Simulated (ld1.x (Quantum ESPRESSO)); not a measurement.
**Transferability test, TM semilocal potential for arsenic**

```json
{
  "Element": "As (Z = 33)",
  "Generator": "ld1.x (Quantum ESPRESSO) 7.5",
  "Type": "norm-conserving Troullier–Martins (semilocal form)",
  "Functional": "PBE",
  "Relativity": "scalar-relativistic",
  "Frozen core": "[Ar]",
  "Valence charge": "15",
  "Reference configuration": "3d10 4s2 4p2 (charge +1)",
  "Partial waves": "4s (bound): rc 1.25 bohr; 3d (bound): rc 0.80 bohr; 4p (bound): rc 1.35 bohr",
  "Local potential": "the p channel",
  "Core correction": "none"
}
```

Energies are relative to the spin-unpolarised reference configuration 3d10 4s2 4p2; without spin polarisation the order of configurations can differ from experiment.

| valence configuration | charge | ΔE all-electron (eV) | error AE − PS (meV) |
| --- | --- | --- | --- |
| 3d10 4s2 4p0 | +3 | 45.621 | +18 |
| 3d10 4s1 4p4 | 0 | 0.268 | +2.3 |
| 3d10 4s0 4p5 | 0 | 9.907 | +7.9 |
| 3d10 4s2 4p2.5 | +0.5 | -5.594 | +1.5 |
| 3d9 4s2 4p3 | +1 | 41.681 | -298 |

What are ΔE and the potential's error for 3d10 4s2 4p1?

ΔE = 17.918 eV all-electron; the error (AE − PS) is +2.5 meV.

What are ΔE and the potential's error for 3d10 4s2 4p3?

ΔE = -9.149 eV all-electron; the error (AE − PS) is +3.9 meV.

Levels in the configuration 3d10 4s2 4p3:

```csv
level,all-electron (eV),pseudo (eV)
3d,-40.646,-40.718
4s,-14.494,-14.502
4p,-5.195,-5.199
```
